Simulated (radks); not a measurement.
Question: Radial electron density D(r) = 4 pi r^2 rho(r) of an atom or ion with 59 electrons. All-electron calculation, Dirac Kohn-Sham, BLYP, spin-unpolarised, spherical densities, point nucleus. Program: a radial shooting solver on a logarithmic mesh with Libxc functionals.

```
   r/bohr * D(r) (the largest magnitude, 109, reaches the edge; | marks zero)
 0.001119 | *
 0.001313 |  *
 0.001541 |   *
 0.001809 |    *
 0.002122 |     *
 0.002491 |       *
 0.002923 |         *
  0.00343 |           *
 0.004025 |              *
 0.004724 |                  *
 0.005543 |                     *
 0.006505 |                          *
 0.007634 |                              *
 0.008958 |                                  *
  0.01043 |                                     *
  0.01224 |                                        *
  0.01436 |                                         *
  0.01685 |                                          *
  0.01978 |                                        *
  0.02321 |                                       *
  0.02724 |                                     *
  0.03196 |                                     *
  0.03751 |                                      *
  0.04402 |                                          *
  0.05165 |                                                *
  0.06062 |                                                    *
  0.07113 |                                                      *
  0.08348 |                                                    *
  0.09796 |                                              *
    0.115 |                                         *
   0.1349 |                                        *
   0.1583 |                                           *
   0.1858 |                                               *
    0.218 |                                              *
   0.2558 |                                      *
   0.3002 |                           *
   0.3523 |                   *
   0.4135 |                  *
   0.4852 |                     *
   0.5694 |                     *
   0.6682 |                  *
   0.7841 |            *
   0.9202 |        *
     1.08 |      *
    1.267 |    *
    1.487 |   *
    1.731 |  *
    2.032 | *
    2.384 |*
    2.798 *
    3.283 *
    3.853 *
    4.521 *
    5.306 *
    6.226 *
    7.307 *
    8.575 *
    10.06 *
    11.81 *
    13.86 *
```

What is the nuclear charge?

Answer: Z = 62. The innermost maximum, from 1s, lies near gamma/Z bohr with gamma = sqrt(1 - (Z/c)^2) = 0.892, here 0.0144 bohr (found: 0.0159), and its height grows with Z. The density is that of the samarium ion Sm3+ in [Xe] 4f4 7p1; the configuration itself is not fixed sharply by these data, and Z only to a few units. D(r) has 5 maxima, at r = 0.0159, 0.0700, 0.195, 0.538, 6.28 bohr, and minima at 0.0307, 0.129, 0.391, 4.07 bohr, inside which lie 2.02, 11.16, 29.23, 58.14 electrons.
